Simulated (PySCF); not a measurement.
C2H5Zn, SMILES [Zn+][CH2]C, charge +1.

Geometry: PBE0-D3(BJ)/def2-SVP. The multiplicity is an assumed one; other spin states were not compared. The isomer is the one that the SMILES or the coordinates give; other isomers of the formula were not compared.

Two levels are set side by side: PBE/def2-TZVPD (PySCF) and r2SCAN/def2-TZVPD (PySCF). Same geometry, gas phase. Differences are taken from unrounded values.

```
quantity                     r2SCAN
---------------------------  ------
orbital gap (eV)               3.27
highest occupied level (eV)  -12.78
lowest empty level (eV)       -9.51
mean polarisability (bohr³)    54.6
```

Task: What does PBE give, and how far is it from r2SCAN? (An estimate is asked for; the answer gives what the named calculation found.)

Result: 
```json
[
 {"quantity": "orbital gap (eV)", "PBE": "3.01", "PBE minus r2SCAN": "-0.26"},
 {"quantity": "highest occupied level (eV)", "PBE": "-12.70", "PBE minus r2SCAN": "0.08"},
 {"quantity": "lowest empty level (eV)", "PBE": "-9.69", "PBE minus r2SCAN": "-0.18"},
 {"quantity": "mean polarisability (bohr³)", "PBE": "53.4", "PBE minus r2SCAN": "-1.1"}
]
```

Rough cost on one machine, each run with all the roots and properties that it gave: r2SCAN against PBE about 4 times.
